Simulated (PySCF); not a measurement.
F₂O₂W, triplet, geometry from GFN2-xTB (such geometries of metal compounds can be far from the true shape) (the multiplicity is a formal guess) (core potentials on W); DF-B3LYP/def2-SV(P) (PySCF).

Input for PySCF:
```python
from pyscf import gto, scf, dft

mol = gto.Mole()
mol.atom = '''
    W     0.089280   -0.019613    0.030487
    O     1.286755   -0.836465   -0.908916
    O     0.705121    0.398882    1.589099
    F    -1.136500    1.410216   -0.036564
    F    -1.368138   -0.859988   -0.818717
'''
mol.basis = 'def2-sv(p)'
mol.ecp = {'W': 'def2-sv(p)'}
mol.charge = 0
mol.spin = 2
mol.verbose = 3
mol.build()

mf = dft.UKS(mol)
mf.xc = 'b3lyp'
mf = mf.density_fit(auxbasis='def2-universal-jkfit')
mf.kernel()
mf.analyze()
```

What the program printed (banner, timings and long lists left out):

```
converged SCF energy = -416.986144356845  <S^2> = 2.0302218  2S+1 = 3.0200806
**** MO energy ****
                             alpha | beta                alpha | beta
MO #1   energy= -24.6955939586449  | -24.6942720757438  occ= 1 | 1
MO #2   energy= -24.6955712686412  | -24.6942497305421  occ= 1 | 1
MO #3   energy= -19.2546294074691  | -19.2387699098732  occ= 1 | 1
MO #4   energy= -19.2545377672593  | -19.2386795866637  occ= 1 | 1
MO #5   energy= -3.12938431410243  | -3.11587343362689  occ= 1 | 1
MO #6   energy= -1.79483764316054  | -1.78819088715791  occ= 1 | 1
MO #7   energy= -1.78546743562988  | -1.77476406605397  occ= 1 | 1
MO #8   energy= -1.77046467819116  | -1.73810880384752  occ= 1 | 1
MO #9   energy= -1.15536556122579  | -1.15176166449254  occ= 1 | 1
MO #10  energy= -1.14716180815551  | -1.14359535666808  occ= 1 | 1
MO #11  energy= -1.02224768257783  | -0.979223528402748 occ= 1 | 1
MO #12  energy= -1.00584552296888  | -0.96264306945099  occ= 1 | 1
MO #13  energy= -0.543512864300493 | -0.518501441824654 occ= 1 | 1
MO #14  energy= -0.527844750958824 | -0.506533514522305 occ= 1 | 1
MO #15  energy= -0.5060477617171   | -0.492286024918536 occ= 1 | 1
MO #16  energy= -0.494461209264163 | -0.478257263543674 occ= 1 | 1
MO #17  energy= -0.488346389404409 | -0.470348508410001 occ= 1 | 1
MO #18  energy= -0.448777099591607 | -0.428559260887664 occ= 1 | 1
MO #19  energy= -0.44691375821947  | -0.418208465835379 occ= 1 | 1
MO #20  energy= -0.433070442924101 | -0.411898762123558 occ= 1 | 1
MO #21  energy= -0.432205232998654 | -0.408006833773674 occ= 1 | 1
MO #22  energy= -0.420794959106803 | -0.397099965119289 occ= 1 | 1
MO #23  energy= -0.419631128014557 | -0.394408514122476 occ= 1 | 1
MO #24  energy= -0.401862669476289 | -0.287073720062605 occ= 1 | 0
MO #25  energy= -0.281413968879402 | -0.165093267840572 occ= 1 | 0
MO #26  energy= -0.121007820624302 | -0.10569528559945  occ= 0 | 0
MO #27  energy= -0.112480280301506 | -0.0999712394083578 occ= 0 | 0
MO #28  energy= -0.071295120575062 | -0.0387779929230412 occ= 0 | 0
MO #29  energy= -0.00264580227847786 | 0.00792464453560995 occ= 0 | 0
MO #30  energy= 0.00777344745821788 | 0.017396536356499  occ= 0 | 0
MO #31  energy= 0.0478865995467887 | 0.0513170454680185 occ= 0 | 0
MO #32  energy= 0.0484418297499734 | 0.0539778843232682 occ= 0 | 0
MO #33  energy= 0.0676440584634538 | 0.0771624329209455 occ= 0 | 0

Dipole moment(X, Y, Z, Debye):  1.68715, -0.37026,  0.57689
```
